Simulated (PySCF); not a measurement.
State search for SbS

Unrestricted PBE0; basis Sb cc-pVTZ-PP with ECP28, S cc-pV(T+d)Z; scalar-relativistic core potentials; PySCF 2.14. Outer shells of the fragments: Sb 4d10 5s2 5p3; S 3s2 3p4.

Followed along the bond (rough minima from three points):

```tsv
2Ms+1	unpaired	⟨S²⟩ at the start	R at minimum (Å)	Te (eV)
2	π ↑	0.80	2.21	0.00
4	π ↑↑↑	3.76	none in the scan	≤ 1.45
2	π ↑↑↓	1.76	none in the scan	≤ 1.78
6	σ ↑, π ↑↑↑↑	8.75	none in the scan	≤ 5.12
```

Solutions found at the starting distance of 2.350 Å, counted from the lowest of them; the search is not exhaustive and high or unbound solutions are not listed, so other states can lie among these:

```
2Ms+1   unpaired   term  E (eV)  ⟨S²⟩  ⟨Lz²⟩  μ (D)
    2        π ↑     ²Π    0.00  0.80   1.01  -2.84
    4      π ↑↑↑     ⁴Π    1.29  3.76   1.01  -0.88
    2      π ↑↑↓  mixed    1.61  1.76   3.04  -0.88
    4  σ ↑, π ↑↑    ⁴Σ⁻    2.32  3.76   0.00  -2.24
    2  σ ↓, π ↑↑  mixed    2.73  1.77   0.00  -2.22
    2        π ↑  mixed    2.77  0.75   3.02  -0.90
```

A term symbol is given only where ⟨S²⟩ and ⟨Lz²⟩ are close to those of a pure state; real π, δ and φ orbitals otherwise mix terms. A positive dipole means Sb(−)S(+).

Spin–orbit coupling is left out. Counting both spins, an empty level lies below a filled one in some of these solutions, because spin and occupation are held.
